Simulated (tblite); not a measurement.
C7H12SSi.
SMILES with atom numbers: `[CH2:1]=[CH:2][C@@H:3]1[CH2:4][C@@:5]12[CH2:6][C@H:7]2[S:8][SiH3:9]` (hydrogens: H10, H11 on C1; H12 on C2; H13 on C3; H14, H15 on C4; H16, H17 on C6; H18 on C7; H19, H20, H21 on Si9)

Computed geometry: GFN2-xTB, gas phase.

(1) Give the optimised bond lengths and angles.

Answers

(1) 
| bond | length (bohr) |
| --- | --- |
| C1=C2 | 2.498 |
| C2–C3 | 2.779 |
| C3–C4 | 2.878 |
| C4–C5 | 2.789 |
| C5–C6 | 2.796 |
| C6–C7 | 2.861 |
| C7–S8 | 3.413 |
| S8–Si9 | 4.045 |
| C3–C5 | 2.813 |
| C5–C7 | 2.786 |
| C1–H10 | 2.037 |
| C1–H11 | 2.033 |
| C2–H12 | 2.043 |
| C3–H13 | 2.050 |
| C4–H14 | 2.042 |
| C4–H15 | 2.042 |
| C6–H16 | 2.043 |
| C6–H17 | 2.044 |
| C7–H18 | 2.047 |
| Si9–H19 | 2.758 |
| Si9–H20, Si9–H21 | 2.749 |

Bonds in one row agree within 0.02 bohr and their mean is given. A selection of angles:
| angle | degrees |
| --- | --- |
| C2–C1–H10 | 121.8 |
| C2–C1–H11 | 121.8 |
| H10–C1–H11 | 116.4 |
| C1–C2–C3 | 124.0 |
| C1–C2–H12 | 120.6 |
| C3–C2–H12 | 115.4 |
| C2–C3–C4 | 119.6 |
| C2–C3–C5 | 119.6 |
| C2–C3–H13 | 114.5 |
| C4–C3–C5 | 58.7 |
| C4–C3–H13 | 116.6 |
| C5–C3–H13 | 116.7 |
| C3–C4–C5 | 59.5 |
| C3–C4–H14 | 117.7 |
| C3–C4–H15 | 118.1 |
| C5–C4–H14 | 118.3 |
| C5–C4–H15 | 118.8 |
| H14–C4–H15 | 114.0 |
| C4–C5–C6 | 138.4 |
| C4–C5–C7 | 136.9 |
| C6–C5–C7 | 61.7 |
| C3–C5–C4 | 61.8 |
| C3–C5–C6 | 137.0 |
| C3–C5–C7 | 137.6 |
| C5–C6–C7 | 59.0 |
| C5–C6–H16 | 117.8 |
| C5–C6–H17 | 119.6 |
| C7–C6–H16 | 117.4 |
| C7–C6–H17 | 118.3 |
| H16–C6–H17 | 114.1 |
| C6–C7–S8 | 119.6 |
| C6–C7–H18 | 118.6 |
| S8–C7–H18 | 111.6 |
| C5–C7–C6 | 59.3 |
| C5–C7–S8 | 119.9 |
| C5–C7–H18 | 118.8 |
| C7–S8–Si9 | 99.3 |
| S8–Si9–H19 | 108.2 |
| S8–Si9–H20 | 103.4 |
| H19–Si9–H20 | 113.2 |
| H19–Si9–H21 | 109.9 |

Torsions: C1–C2–C3–C4 -144° (anticlinal); C2–C3–C4–C5 -109° (anticlinal); C3–C4–C5–C6 -130° (anticlinal); C4–C5–C6–C7 -130° (anticlinal); C5–C6–C7–S8 -109° (anticlinal); C6–C7–S8–Si9 -75° (synclinal); C2–C3–C5–C4 109° (anticlinal); C4–C5–C7–C6 132° (anticlinal).

Of the pairs four or more bonds apart, C2···S8 is among the closest relative to their van der Waals radii: 3.49 Å, 100 % of the sum of Bondi's values. The 3-membered ring C5–C6–C7 has internal angles of 59.0° to 61.7°. The C–C distances run from 1.322 Å (C1=C2, drawn double) to 1.523 Å (C3–C4, drawn single), a spread of 0.201 Å. The 3-membered ring C3–C4–C5 has internal angles of 58.7° to 61.8°. Si9 (SiH3 silicon) is distorted tetrahedral (angles from 103.4° to 113.2°).

Point group: C1 (no symmetry element, even within 0.4 Å). Its GFN2-xTB frequencies are all real (lowest 35 cm⁻¹). One conformer, not necessarily the lowest. 3 starts were optimised and ended at 0.00, 1.31 and 1.58 kcal/mol (GFN2-xTB); the lowest of these is shown.
